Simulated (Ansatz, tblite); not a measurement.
Cost and result up the ladder for Li₃Al₃ (the lowest singlet isomer of a short search) (6 atoms). Charge 0, multiplicity 1. Geometry: PBE-D4/def2-SVP.

```xyz
6

Li   -0.631    1.636    0.644
Li    2.747    0.745    0.441
Li   -1.702   -1.434    0.525
Al   -1.797   -0.142   -1.841
Al    0.609   -0.008   -1.112
Al    0.774   -0.796    1.343
```

Ansatz on 4 threads of Arm Neoverse V1 on a shared host; xTB runs through tblite on one thread. Times are rough, summed over both states, and most runs start from the orbitals of an earlier one. No level here is sound enough to serve as a yardstick. The other state is a doublet.

The xTB rows come from tblite. The structure comes from a short search, and lower isomers may exist.

Raw xTB energies of ions are shifted by several eV.

```csv
level,functions,wall time,vertical IE (eV),remarks
GFN1-xTB,39,0.01 s,10.38,–
GFN2-xTB,39,0.021 s,8.57,–
PBE-D4/def2-TZVP,153,4.5 s,5.13,restricted SCF unstable in HF (singlet)
PBE0-D4/def2-TZVP (with forces),153,11 s,5.10,restricted SCF unstable in HF (singlet)
r2SCAN-D4/def2-TZVP,153,20 s,5.06,restricted SCF unstable in HF (singlet)
```
